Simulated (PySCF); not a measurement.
Si(H)(vinyl)(NH2)2 (C2H8N2Si), SMILES C=C[SiH](N)N.

Coordinates come from a r2SCAN-D4/def2-SVP optimisation. The values are those of a single conformer.

Two levels are set side by side: TDA-PBE/def2-SVPD (PySCF) and TDA-LC-ωPBE/def2-SVPD (PySCF). Vertical, same geometry. The lowest singlet is HOMO→LUMO 99 % with PBE and HOMO→LUMO 60 %, HOMO−3→LUMO 20 % with the other functional; states are paired by order. Differences are taken from unrounded values.

```
quantity                               TDA-LC-ωPBE  TDA-PBE  TDA-PBE minus TDA-LC-ωPBE
-------------------------------------  -----------  -------  -------------------------
lowest singlet excitation (eV)                6.52     4.40                      -2.12
lowest triplet excitation (TDA) (eV)          4.04     4.27                       0.22
first bright state (f over 0.05) (eV)         7.78     6.59                      -1.19
its oscillator strength                       0.54     0.06                      -0.47
```

Functionals without exact exchange tend to place singlet excitations lower, as here. Differences between two approximate levels are no errors against the true value.

Rough cost on one machine, each run with all the roots and properties that it gave: TDA-LC-ωPBE against TDA-PBE about 4 times.
